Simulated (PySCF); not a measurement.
2,2-difluoro-1-silylethanone (C₂H₄F₂OSi), SMILES O=C([SiH3])C(F)F. The structure is a stationary point at PBE0-D3(BJ)/def2-SVP. One conformer was computed; it need not be the lowest.

Problem. Give the equilibrium geometry at PBE0-D3(BJ)/def2-SVP (PySCF confirms it by a frequency run) as bond lengths and angles, and its point group. (An estimate is asked for; the answer gives what the named calculation found.)

Solution. This is not unique; one that fits is point group Cs.
Atoms: O1 C2 Si3 C4 F5 F6 H7 H8 H9 H10. Bonded distances (Å): O1–C2 1.204, C2–Si3 1.947, C2–C4 1.530, Si3–H7 1.490, Si3–H8 1.489, Si3–H9 1.490, C4–F5 1.348, C4–F6 1.348, C4–H10 1.103. Bond angles (°): O1–C2–Si3 121.0, O1–C2–C4 120.5, Si3–C2–C4 118.5, C2–Si3–H7 106.3, C2–Si3–H8 112.5, C2–Si3–H9 106.3, H7–Si3–H8 110.7, H7–Si3–H9 110.2, H8–Si3–H9 110.7, C2–C4–F5 108.1, C2–C4–F6 108.1, C2–C4–H10 112.2, F5–C4–F6 108.2, F5–C4–H10 110.1, F6–C4–H10 110.1.
Charge 0, spin multiplicity 1.
